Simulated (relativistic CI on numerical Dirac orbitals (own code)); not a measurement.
## Slater and spin-orbit integrals, Tm XXIV

Calculated at this level of theory: Dirac-Coulomb-Breit CI, KLI orbitals optimised for each configuration, a model potential for QED, unscaled Slater integrals (own radial code, finite nucleus).

Slater integrals F^k, G^k are unscaled and averaged over j, outside the closed core [Ar] 3d10; ζ comes from projecting the Hamiltonian with its Breit term on Σ l·s of the shell.

- 4s²4p⁶4d⁹4f: ζ(4d) = 34055, F^2(4d,4f) = 196360, F^4(4d,4f) = 128210, G^1(4d,4f) = 214910, G^3(4d,4f) = 143990, G^5(4d,4f) = 104560, ζ(4f) = 5013.6 cm⁻¹; <r>(4d) = 0.5079, <r^2>(4d) = 0.2952, <r>(4f) = 0.5007, <r^2>(4f) = 0.2881 (bohr units).
- 4s²4p⁵4d¹⁰4f: ζ(4p) = 290450, F^2(4p,4f) = 202290, G^2(4p,4f) = 170630, G^4(4p,4f) = 122410, ζ(4f) = 5002.6 cm⁻¹; <r>(4p) = 0.493, <r^2>(4p) = 0.2752, <r>(4f) = 0.5007, <r^2>(4f) = 0.2881 (bohr units).
- 4s²4p⁶4d⁹5s: ζ(4d) = 34591, G^2(4d,5s) = 30429 cm⁻¹; <r>(4d) = 0.5047, <r^2>(4d) = 0.2915, <r>(5s) = 0.883, <r^2>(5s) = 0.8685 (bohr units).

Averages of the first 10 configurations, taken without configuration mixing, which lowers the lowest level and can move excited configurations by several eV; other configurations of the list can lie among them:

```tsv
Configuration	Parity	States	Average energy above the lowest level (eV)
4s²4p⁶4d¹⁰	even	1	0.1
4s²4p⁶4d⁹4f	odd	140	179.0
4s²4p⁵4d¹⁰4f	even	84	358.8
4s²4p⁶4d⁹5s	even	20	266.3
4s4p⁶4d¹⁰4f	odd	28	487.4
4s²4p⁶4d⁹5p	odd	60	315.0
4s²4p⁶4d⁹5d	even	100	382.6
4s²4p⁵4d¹⁰5s	odd	12	447.0
4p⁶4d¹⁰4f²	even	91	976.9
4p⁶4d⁹4f³	odd	3640	1156.0
```
